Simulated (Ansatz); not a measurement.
Steps of a relaxation of CH4BFOSi, SMILES `FC1([SiH3])BO1` with RKS PBE0-D4/def2-TZVP.

```sh
$ ansatz run in.yaml --threads 2 --pin off --events-out ev --progress --plain --max-ram 4352MiB
```

```yaml
crystal:
  periodic: [false, false, false]
  atoms:
    - {symbol: F, position_ang: [-1.104923, -0.723664, -1.378321]}
    - {symbol: C, position_ang: [-0.541418, -0.020606, -0.337052]}
    - {symbol: Si, position_ang: [1.176838, -0.694588, 0.130450]}
    - {symbol: B, position_ang: [-1.422930, 1.029452, 0.346865]}
    - {symbol: O, position_ang: [-0.579203, 1.464950, -0.605347]}
    - {symbol: H, position_ang: [1.706579, 0.126863, 1.270118]}
    - {symbol: H, position_ang: [2.095409, -0.603071, -1.054386]}
    - {symbol: H, position_ang: [1.026633, -2.127328, 0.550618]}
    - {symbol: H, position_ang: [-2.268386, 1.501591, 1.059954]}
basis:
  gaussian: {orbitals: def2-TZVP}
hamiltonian: {xc: pbe0, dispersion: d4}
relax: {f_tol: 0.005, max_steps: 150}
```

Positions (Å) and forces (eV/Å) along the path, 7 of 7 steps:

```xyz
9
step=1 energy=-14411.7664 eV
F    -1.105   -0.724   -1.378    0.136    0.265    0.277
C    -0.541   -0.021   -0.337   -0.044    0.440   -0.068
Si    1.177   -0.695    0.130    0.025   -0.009   -0.021
B    -1.423    1.029    0.347    0.229    0.150   -0.269
O    -0.579    1.465   -0.605   -0.351   -0.760    0.443
H     1.707    0.127    1.270   -0.145   -0.160   -0.244
H     2.095   -0.603   -1.054   -0.205   -0.010    0.254
H     1.027   -2.127    0.551    0.011    0.304   -0.081
H    -2.268    1.502    1.060    0.344   -0.220   -0.291
9
step=2 energy=-14411.7955 eV
F    -1.101   -0.717   -1.372    0.022    0.084    0.107
C    -0.536   -0.022   -0.334    0.034    0.312   -0.094
Si    1.173   -0.692    0.128   -0.075    0.024   -0.004
B    -1.409    1.023    0.349    0.113    0.053   -0.153
O    -0.575    1.451   -0.604   -0.140   -0.429    0.226
H     1.683    0.130    1.259   -0.024   -0.040   -0.056
H     2.082   -0.596   -1.045   -0.040   -0.008    0.065
H     1.016   -2.110    0.549    0.018    0.069   -0.020
H    -2.244    1.487    1.054    0.093   -0.065   -0.071
9
step=3 energy=-14411.8017 eV
F    -1.108   -0.711   -1.369   -0.010   -0.010   -0.032
C    -0.531   -0.016   -0.340    0.030    0.099    0.006
Si    1.167   -0.689    0.128   -0.009   -0.004   -0.012
B    -1.402    1.018    0.348   -0.035   -0.005    0.052
O    -0.576    1.443   -0.606    0.028   -0.093   -0.033
H     1.674    0.131    1.255   -0.002    0.013    0.011
H     2.080   -0.597   -1.036    0.020    0.000   -0.013
H     1.015   -2.102    0.549   -0.010   -0.010    0.006
H    -2.231    1.476    1.054   -0.013    0.009    0.014
9
step=4 energy=-14411.8023 eV
F    -1.108   -0.711   -1.370   -0.017   -0.020   -0.023
C    -0.530   -0.014   -0.342    0.038    0.031   -0.004
Si    1.167   -0.688    0.126   -0.002   -0.010    0.003
B    -1.400    1.017    0.350   -0.041   -0.005    0.040
O    -0.577    1.439   -0.608    0.012   -0.001   -0.021
H     1.670    0.134    1.255    0.001    0.003    0.002
H     2.086   -0.598   -1.035    0.003   -0.002    0.001
H     1.010   -2.100    0.549    0.001   -0.001    0.001
H    -2.228    1.475    1.058    0.003    0.005    0.002
9
step=5 energy=-14411.8024 eV
F    -1.109   -0.711   -1.372   -0.002   -0.006   -0.006
C    -0.529   -0.011   -0.346    0.006   -0.002    0.006
Si    1.167   -0.688    0.126    0.004    0.001   -0.003
B    -1.400    1.016    0.352   -0.012   -0.009    0.005
O    -0.581    1.439   -0.611    0.002    0.012   -0.003
H     1.669    0.135    1.254    0.000   -0.001   -0.001
H     2.091   -0.601   -1.033    0.000   -0.002    0.003
H     1.008   -2.100    0.550   -0.003    0.003   -0.001
H    -2.226    1.474    1.063    0.006    0.004   -0.001
9
step=6 energy=-14411.8024 eV rejected
F    -1.107   -0.709   -1.375    0.004   -0.006   -0.004
C    -0.528   -0.011   -0.347   -0.003   -0.001   -0.014
Si    1.167   -0.687    0.125    0.001   -0.007    0.005
B    -1.403    1.013    0.351    0.028    0.038    0.001
O    -0.584    1.440   -0.610   -0.018   -0.016    0.015
H     1.670    0.137    1.253   -0.001    0.001    0.000
H     2.093   -0.604   -1.032   -0.001    0.000   -0.002
H     1.004   -2.098    0.552    0.001    0.002    0.000
H    -2.223    1.474    1.066   -0.011   -0.011   -0.002
9
step=7 energy=-14411.8025 eV
F    -1.108   -0.711   -1.373    0.001    0.000    0.000
C    -0.528   -0.011   -0.346    0.000    0.000   -0.001
Si    1.167   -0.687    0.125   -0.001   -0.001    0.000
B    -1.401    1.015    0.352    0.000    0.000    0.000
O    -0.583    1.439   -0.611   -0.001    0.000    0.001
H     1.669    0.135    1.254    0.001    0.000   -0.001
H     2.092   -0.602   -1.032    0.001   -0.001    0.000
H     1.006   -2.099    0.551   -0.001    0.000    0.000
H    -2.225    1.473    1.064    0.000    0.000    0.001
```

Run time 39 s (2 threads of an Arm Neoverse V2 on a shared host); peak host memory 0.42 GiB.
